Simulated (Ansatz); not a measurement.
Correlation energies of `C=[C](O)[GeH3]` by basis set

Cartesian coordinates in Å:
```
C 0.372 -1.598 0.071
C 0.541 -0.280 0.031
O 1.805 0.236 0.063
Ge -0.985 0.937 -0.071
H 1.221 -2.272 0.129
H -0.621 -2.024 0.047
H 1.782 1.194 0.025
H -0.969 1.884 1.144
H -2.280 0.121 -0.099
H -0.865 1.803 -1.340
```

Total charge 0; spin multiplicity 1. Correlated methods include outer-core shells of Ge, which these sets cover unevenly. Scalar relativity is left out up to krypton. The structure was optimised at the PBE0-D4/def2-TZVP level. It is one conformer, not always the lowest. Frozen core, restricted reference, Ansatz 0.2.0.

```tsv
basis	HF (Eh)	MP2 corr.	CCSD corr.	(T)	CCSD(T) total
def2-SVP	-2229.03273	?	-0.72272	-0.02251	?
def2-TZVPP	?	-0.82888	-0.85723	?	?
def2-QZVPP	?	-1.13305	–	–	–
```

**Question.** Fill in the withheld values. (An estimate is asked.)

**Answer.** The calculation gave: def2-SVP MP2 corr.: -0.68892; def2-SVP CCSD(T) total: -2229.77796; def2-TZVPP HF (Eh): -2229.47963; def2-TZVPP (T): -0.03481; def2-TZVPP CCSD(T) total: -2230.37167; def2-QZVPP HF (Eh): -2229.52902.
